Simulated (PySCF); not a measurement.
Zn(H)(Me) (CH4Zn), SMILES [CH3][ZnH].

The structure is a stationary point at PBE0-D3(BJ)/def2-TZVP.

The numbers are results of PySCF with IEF-PCM-M06-2X/def2-SVP, not measurements.

The values are the electrostatic part of the solvation free energy, E(continuum) − E(gas) at the gas-phase geometry, in a cavity of scaled van der Waals radii (PySCF's table); cavitation and dispersion terms are not included. A continuum can't describe solvent molecules that bind to the metal. In vacuum the orbital gap is 9.50 eV. The dipole moment in vacuum is 0.35 D.

```
solvent                    ε  ΔG(elec) (kcal/mol)  dipole (D)  gap (eV)
---------------------  -----  -------------------  ----------  --------
water                  78.36                -10.1        0.46      9.72
methanol               32.61                 -9.8        0.46      9.71
N,N-dimethylformamide  37.22                 -9.9        0.46      9.71
```
